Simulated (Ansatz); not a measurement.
Start from `[CH3][Ge]([F])([SiH3])[Cl]` and change one atom or group to get `[CH3][GeH]([SiH3])[Cl]`.

Ansatz, PBE0-D4/def2-TZVP geometries, multiplicity 1. 

Scalar relativity is left out up to krypton.

```tsv
property	`[CH3][Ge]([F])([SiH3])[Cl]`
ideal-gas entropy at 298 K and 1 bar (rigid rotor, harmonic PBE0-D4/def2-TZVP) / J/(mol·K)	400
HOMO energy (PBE0/def2-TZVPP) / eV	-8.22
size of the dipole moment (PBE/def2-TZVPP) / D	2.91
HOMO–LUMO gap (B3LYP/def2-TZVPP) / eV	7.39
LUMO energy (B3LYP/def2-TZVPP) / eV	-0.60
HOMO–LUMO gap (PBE/def2-TZVPP) / eV	5.73
```

Question: Give the same properties after the change, and the shifts. (An estimate is asked.)

Answer: Ansatz gave: 
| property | `[CH3][GeH]([SiH3])[Cl]` | shift |
| --- | --- | --- |
| ideal-gas entropy at 298 K and 1 bar (rigid rotor, harmonic PBE0-D4/def2-TZVP) / J/(mol·K) | 377 | -23 |
| HOMO energy (PBE0/def2-TZVPP) / eV | -7.92 | 0.30 |
| size of the dipole moment (PBE/def2-TZVPP) / D | 2.32 | -0.59 |
| HOMO–LUMO gap (B3LYP/def2-TZVPP) / eV | 7.11 | -0.28 |
| LUMO energy (B3LYP/def2-TZVPP) / eV | -0.58 | 0.02 |
| HOMO–LUMO gap (PBE/def2-TZVPP) / eV | 5.49 | -0.24 |

Dipoles are sizes alone; their direction can turn.

B3LYP here is the variant with VWN-RPA as its local correlation; programs differ in this.
